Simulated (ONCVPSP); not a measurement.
## potassium, ONCV: configuration errors across variants

ONCVPSP 4.0.1 input, shortened (lines: element, Z, core and valence counts, functional; n l f; lmax; l rc ep ncon nbas qcut; lloc lpopt rc5 dvloc0; l nproj debl; icmod fcfact rcfact), PBE, fully relativistic:

```
  K 19.00    4    2        4      upf
    1    0    2.00
    2    0    2.00
    2    1    6.00
    3    0    2.00
    3    1    6.00
    4    0    1.00
    2
    0    3.35    0.00    4    8    1.60
    1    1.40    0.00    4    7    6.00
    2    3.05    0.26    3    7    2.60
    4    5    1.20    1.00
    0    3    2.20
    1    1    1.80
    2    2    0.60
    0    0.00    0.00
```

Open shells are filled in proportion to 2j + 1.

All-electron excitation energies from the reference (eV): (1) 3p6 4s0 4.314; (2) 3p6 4s0.5 1.641; (3) 3p6 4s0 4p1 1.553; (4) 3p5 4s1 24.930.

3 further variants failed, have other tests or another functional or relativity, and are left out.

A true bound ghost makes a file unfit for plane-wave use even where its test errors are small: the radial tests pick states by their node count and pass the ghost by.

Errors AE − PS in meV (a dash: test not solved or not reliable):

| change | (1) | (2) | (3) | (4) | bound ghosts | GHOST(+) flags above zero |
| --- | --- | --- | --- | --- | --- | --- |
| base | +11 | +1.7 | +5.0 | -109 | none | s |
| s: nproj 2 | +11 | +1.5 | +5.0 | -112 | s | none |
| d: debl 1.95 | +11 | +1.7 | +5.0 | -109 | d5/2 | s, d3/2 |
| local potential polynomial inside 1.20 bohr (lpopt 5, dvloc0 2.5 Ha) | +11 | +1.7 | +4.7 | -110 | none | s |
| local potential polynomial inside 1.25 bohr (lpopt 5, dvloc0 0 Ha) | +11 | +1.7 | +5.1 | -109 | none | s, d3/2 |
| s: rc 4.4 | +6.1 | -1.1 | +1.4 | -220 | none | s |

Give the same row for: s: qcut 2.2; p: qcut 8.4; d: qcut 3.7.

+11, +1.7, +5.1, -132; bound ghosts: none; GHOST(+) flags above zero: s.
